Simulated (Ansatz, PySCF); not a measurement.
Dimer: aminoborane (SMILES BN) (first 6 atoms) with aminoborane (SMILES BN); geometry from B3LYP-D3(BJ)/def2-TZVP, rigid monomers moved along the line of their centres of mass till H5···N8 is 2.81 Å.
(charge 0, multiplicity 1):
```json
[
 {"atom": "B", "x (Å)": "-0.7839", "y (Å)": "0.3552", "z (Å)": "-0.2907"},
 {"atom": "N", "x (Å)": "0.4300", "y (Å)": "-0.1995", "z (Å)": "0.0779"},
 {"atom": "H", "x (Å)": "-1.0886", "y (Å)": "0.4051", "z (Å)": "-1.4420"},
 {"atom": "H", "x (Å)": "-1.5094", "y (Å)": "0.7811", "z (Å)": "0.5601"},
 {"atom": "H", "x (Å)": "0.7315", "y (Å)": "-0.2696", "z (Å)": "1.0382"},
 {"atom": "H", "x (Å)": "1.0855", "y (Å)": "-0.5799", "z (Å)": "-0.5849"},
 {"atom": "B", "x (Å)": "0.2596", "y (Å)": "-0.7178", "z (Å)": "4.3674"},
 {"atom": "N", "x (Å)": "-0.0026", "y (Å)": "0.4450", "z (Å)": "3.6537"},
 {"atom": "H", "x (Å)": "-0.4514", "y (Å)": "-1.6622", "z (Å)": "4.2135"},
 {"atom": "H", "x (Å)": "1.1993", "y (Å)": "-0.7465", "z (Å)": "5.1013"},
 {"atom": "H", "x (Å)": "0.5403", "y (Å)": "1.2876", "z (Å)": "3.7540"},
 {"atom": "H", "x (Å)": "-0.7925", "y (Å)": "0.5547", "z (Å)": "3.0361"}
]
```

Interaction energies are E(AB) − E(A) − E(B) at the monomers' geometry in the complex; basis-set methods are counterpoise corrected.

Frozen-core correlation.

Run with Ansatz (Gaussian orbitals); PySCF for the dispersion terms. Values without a source in brackets are computed.

PBE/def2-TZVPPD gives -80.4 meV for the interaction energy.

Q: How do the other levels lie against it? Give each less PBE: PBE-D3(BJ)/def2-TZVPPD, r2SCAN/def2-TZVPPD, B3LYP/def2-TZVPPD, wB97M-V/def2-TZVPPD, MP2/aug-cc-pVDZ, CCSD(T)/aug-cc-pVDZ.

A: PBE-D3(BJ)/def2-TZVPPD -35.9; r2SCAN/def2-TZVPPD -5.2; B3LYP/def2-TZVPPD 28.2; wB97M-V/def2-TZVPPD -16.5; MP2/aug-cc-pVDZ -10.8; CCSD(T)/aug-cc-pVDZ -12.9 meV. 1 of 6 lie above PBE; the widest gap is to PBE-D3(BJ)/def2-TZVPPD.

Ansatz is a first-principles code.
